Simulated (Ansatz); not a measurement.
Si₂Ni₃⁺. Total charge 1; doublet. Geometry r2SCAN-D4/def2-SVP.

```xyz
5

Ni   -0.394   -1.198    1.532
Ni   -0.346    1.573   -0.429
Ni    0.826   -0.105   -1.444
Si    0.937    0.226    0.705
Si   -1.024   -0.496   -0.364
```

B3LYP takes the VWN-RPA correlation. At B3LYP-D4/def2-TZVP, PBE0-D4/def2-TZVP the charge 1 doublet is spin-contaminated (final ⟨S²⟩ up to 1.30, 0.75 for a pure state). No other spin state of charge 1 was run. Another isomer (doublet) lies 0.22 eV lower at PBE0-D4/def2-TZVP; other spin states weren't run for this one.

(1) Estimate the α-spin orbital energies around the gap (eV) in Ansatz with LDA (SPW92)/def2-TZVP, PBE-D4/def2-TZVP, r2SCAN-D4/def2-TZVP, B3LYP-D4/def2-TZVP, PBE0-D4/def2-TZVP.

Results:

(1) 
```tsv
orbital	LDA (SPW92)/def2-TZVP	PBE-D4/def2-TZVP	r2SCAN-D4/def2-TZVP	B3LYP-D4/def2-TZVP	PBE0-D4/def2-TZVP
HOMO−13	-12.27	-12.01	-12.20	-13.23	-13.70
HOMO−12	-11.71	-11.51	-11.80	-13.03	-13.52
HOMO−11	-11.43	-11.18	-11.37	-12.47	-13.21
HOMO−10	-11.27	-10.98	-10.99	-12.23	-12.99
HOMO−9	-11.04	-10.78	-10.95	-12.21	-12.80
HOMO−8	-10.89	-10.65	-10.85	-11.92	-12.42
HOMO−7	-10.78	-10.53	-10.68	-11.79	-12.39
HOMO−6	-10.65	-10.42	-10.56	-11.69	-12.33
HOMO−5	-10.61	-10.36	-10.43	-11.64	-12.18
HOMO−4	-10.46	-10.18	-10.30	-11.45	-11.77
HOMO−3	-10.31	-10.07	-10.26	-11.29	-11.72
HOMO−2	-10.28	-10.02	-10.07	-11.24	-11.63
HOMO−1	-10.03	-9.74	-9.74	-10.80	-10.93
HOMO	-9.54	-9.35	-9.46	-10.23	-10.53
LUMO	-9.06	-8.81	-8.70	-8.17	-7.62
LUMO+1	-8.02	-7.78	-7.68	-7.23	-7.16
LUMO+2	-7.61	-7.37	-7.07	-6.69	-6.42
LUMO+3	-7.40	-7.19	-7.03	-6.60	-6.41
LUMO+4	-6.45	-6.24	-5.93	-5.58	-5.35
LUMO+5	-6.03	-5.84	-5.49	-5.17	-4.94
β HOMO	-9.94	-9.67	-9.70	-10.68	-10.85
β LUMO	-9.06	-8.73	-8.63	-8.14	-7.66
```
